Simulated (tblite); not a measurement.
Input of a run (GFN2-xTB geometry optimisation, gas phase (tblite 0.8.0)), started from a force field or distance geometry:
```
{"job": {"kind": "relax", "xc": "GFN2-xTB", "basis": "xTB"}, "charge": 0, "multiplicity": 1}
P      2.565900     1.900000    -0.633100
Si     0.841200     0.885400     0.204200
C     -0.702600     0.996200    -0.837000
C     -1.721200     0.178900    -0.049300
C     -1.517800    -1.306800    -0.132000
N     -0.588700    -1.865000     0.826800
Si     1.089200    -1.344200     0.378300
H      2.738200     3.145100     0.134500
H      3.813100     1.184100    -0.519500
H      0.480800     1.394300     1.544400
H     -1.035800     2.026900    -0.999600
H     -0.544200     0.420300    -1.776700
H     -2.763500     0.437800    -0.338400
H     -1.575800     0.470200     1.021800
H     -1.239000    -1.660800    -1.138200
H     -2.508100    -1.773100     0.112300
H     -0.773400    -1.402600     1.760900
H      2.076700    -1.738200     1.375000
H      1.355000    -1.939200    -0.941900
```

Output (eV, eV/Å):
```
step      E/eV     max force
  0    -582.28787    2.460
  1    -582.62287    1.762
  2    -582.87016    1.278
  3    -583.03688    1.280
  4    -583.21865    0.771
  5    -583.26580    0.573
  6    -583.31166    0.511
  7    -583.34017    0.478
  8    -583.37170    0.408
  9    -583.40368    0.402
 10    -583.42871    0.407
 11    -583.44762    0.373
 12    -583.46244    0.242
 13    -583.47430    0.274
 14    -583.48429    0.277
 15    -583.49127    0.247
 16    -583.49598    0.146
 17    -583.49928    0.141
 18    -583.50220    0.176
 19    -583.50520    0.199
 20    -583.50803    0.161
 21    -583.51051    0.116
 22    -583.51271    0.127
 23    -583.51468    0.147
 24    -583.51653    0.121
 25    -583.51812    0.081
 26    -583.51943    0.082
 27    -583.52085    0.100
 28    -583.52258    0.107
 29    -583.52420    0.091
 30    -583.52532    0.059
 31    -583.52610    0.072
 32    -583.52685    0.089
 33    -583.52771    0.078
 34    -583.52866    0.076
 35    -583.52968    0.083
 36    -583.53089    0.095
 37    -583.53240    0.108
 38    -583.53390    0.080
 39    -583.53493    0.079
 40    -583.53560    0.076
 41    -583.53623    0.070
 42    -583.53700    0.071
 43    -583.53797    0.084
 44    -583.53902    0.079
 45    -583.54001    0.078
 46    -583.54096    0.063
 47    -583.54187    0.072
 48    -583.54271    0.077
 49    -583.54359    0.078
 50    -583.54457    0.074
 51    -583.54566    0.075
 52    -583.54680    0.086
 53    -583.54794    0.077
 54    -583.54898    0.088
 55    -583.54982    0.071
 56    -583.55038    0.049
 57    -583.55074    0.049
 58    -583.55109    0.054
 59    -583.55157    0.060
 60    -583.55222    0.072
 61    -583.55294    0.058
 62    -583.55350    0.053
 63    -583.55390    0.059
 64    -583.55430    0.056
 65    -583.55483    0.065
 66    -583.55543    0.062
 67    -583.55594    0.044
 68    -583.55631    0.041
 69    -583.55661    0.034
 70    -583.55690    0.034
 71    -583.55715    0.046
 72    -583.55738    0.043
 73    -583.55762    0.041
 74    -583.55792    0.041
 75    -583.55822    0.044
 76    -583.55862    0.043
 77    -583.55896    0.040
 78    -583.55921    0.039
 79    -583.55940    0.031
 80    -583.55956    0.029
 81    -583.55976    0.035
 82    -583.55998    0.034
 83    -583.56020    0.031
 84    -583.56037    0.027
 85    -583.56052    0.024
 86    -583.56065    0.021
 87    -583.56076    0.020
 88    -583.56083    0.021
 89    -583.56087    0.018
 90    -583.56091    0.014
 91    -583.56096    0.018
 92    -583.56101    0.016
 93    -583.56104    0.011
 94    -583.56106    0.010
 95    -583.56108    0.011
 96    -583.56110    0.012
 97    -583.56113    0.013
 98    -583.56116    0.011
 99    -583.56119    0.013
100    -583.56124    0.020
101    -583.56129    0.020
102    -583.56132    0.013
103    -583.56134    0.012
104    -583.56136    0.011
105    -583.56139    0.015
106    -583.56142    0.014
107    -583.56143    0.008
```

Task: Summarise the run.

Result: The energy falls by 29.4 kcal/mol over 107 L-BFGS steps, the largest force on an atom goes from 2.46 to 0.008 eV/Å, and the atoms move by 0.410 Å rms after alignment. The bond that changes most is P1–H8 (three-coordinate phosphorus to P–H hydrogen), which shortens by 0.094 Å. Bonds longer at the end by more than 0.005 Å: 6 of 19; shorter: 9. Among the angles that change most is Si2–P1–H9, from 115.1° to 94.5°. Among the dihedrals that turn most is H17–N6–Si7–H19, from -178° to 138°. The energy never rose by more than 1e-5 eV on the way. The first step brought 26 % of the lowering.

Task: What are the final bond lengths?

Result: P1–Si2 2.257 Å, Si2–C3 1.920 Å, C3–C4 1.528 Å, C4–C5 1.537 Å, C5–N6 1.447 Å, N6–Si7 1.725 Å, Si2–Si7 2.328 Å, P1–H8 1.379 Å, P1–H9 1.381 Å, Si2–H10 1.485 Å, C3–H11 1.093 Å, C3–H12 1.094 Å, C4–H13 1.094 Å, C4–H14 1.093 Å, C5–H15 1.093 Å, C5–H16 1.095 Å, N6–H17 1.007 Å, Si7–H18 1.464 Å, Si7–H19 1.471 Å. Numbering counts from 1 in the input's order; the species is `P[Si@H]1CCCN[SiH2]1`.

Time: 1.8 s wall. Hardware: one thread of an Arm Neoverse N1, no GPU, on a shared host.

GFN2-xTB frequencies show an imaginary mode (52i cm⁻¹), so the point is no minimum at that level.

All values are computed, not measured.
